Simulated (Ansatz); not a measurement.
PBE exchange is replaced step by step with exact exchange (0 % is PBE, 25 % PBE0; no dispersion term), basis def2-SVP, Ansatz. System: `C=CCCCCCCCCC[Si](Cl)(Cl)Cl`. The state is a singlet with charge 0. Geometry: PBE-D4/def2-SVP.

Geometry of the singlet:

Cartesian coordinates in Å:
```
C 2.583 -2.526 -4.686
C 2.589 -1.488 -3.832
C 2.046 -0.118 -4.132
C 0.806 0.268 -3.299
C 1.050 0.367 -1.791
C -0.182 0.814 -0.999
C 0.061 0.919 0.509
C -1.173 1.357 1.303
C -0.930 1.564 2.805
C -0.399 0.341 3.567
C -1.271 -0.925 3.482
Si -2.991 -0.814 4.216
Cl -2.933 0.178 6.036
Cl -4.339 0.178 2.989
Cl -3.730 -2.724 4.528
H 2.175 -2.427 -5.707
H 2.988 -3.511 -4.404
H 3.013 -1.640 -2.822
H 1.796 -0.053 -5.212
H 2.842 0.640 -3.946
H 0.424 1.246 -3.668
H -0.004 -0.470 -3.496
H 1.394 -0.615 -1.398
H 1.888 1.076 -1.599
H -0.534 1.798 -1.385
H -1.019 0.105 -1.188
H 0.426 -0.064 0.881
H 0.895 1.634 0.700
H -1.994 0.621 1.151
H -1.560 2.308 0.875
H -1.875 1.913 3.277
H -0.204 2.395 2.943
H 0.617 0.082 3.199
H -0.270 0.613 4.635
H -1.394 -1.277 2.435
H -0.789 -1.765 4.029
```

```
exact exchange (%)  HOMO (eV)  LUMO (eV)  gap (eV)
                 0      -6.15      -0.70      5.45
                 5      -6.38      -0.50      5.88
                10      -6.62      -0.30      6.31
                15      -6.85      -0.10      6.74
                25      -7.31       0.30      7.61
                35      -7.78       0.70      8.48
```

Task: Fit a straight line to the column «gap (eV)» against the share of exact exchange and predict its value at 50 %.

Result: With x = exact exchange (%) and y = gap (eV): mean x = 15, mean y = 6.745; Σ(x − x̄)(y − ȳ) = 73.6, Σ(x − x̄)² = 850; slope b = 0.08659, intercept a = ȳ − b·x̄ = 5.446. The residuals of the fitted rows reach 0.00. At x = 50 the line gives 5.446 + (0.08659 × 50) = 9.78; the run gave 9.79, 0.01 more than the line.
